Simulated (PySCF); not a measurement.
Ga(Cl)2(SiH3) (Cl2GaH3Si), SMILES [SiH3][Ga]([Cl])[Cl]. Heavy atoms are numbered as in [Ga:1]([Cl:2])([Cl:3])[SiH3:4]. Hydrogens are named by the atom that carries them.

Coordinates come from a B3LYP-D3(BJ)/def2-SVP optimisation. The structure was generated by enumeration; whether it is a known compound was not checked.

Computed with M06-2X/def2-TZVP (PySCF).

ESP charges are fitted to the potential on shells at 1.4 to 2.0 van der Waals radii. Atomic charges (e), one atom of each kind:

```tsv
atom	ESP fit	IAO
Ga1	0.54	(withheld)
Cl2	-0.27	(withheld)
Si4 (SiH3)	-0.01	(withheld)
H on Si4	0.00	(withheld)
```

Problem. Fill in the missing entries. (The exact figures need the calculation; the answer reports its results.)

Solution. 
- Ga1, IAO: 0.67
- Cl2, IAO: -0.33
- Si4 (SiH3), IAO: 0.25
- H on Si4, IAO: -0.09
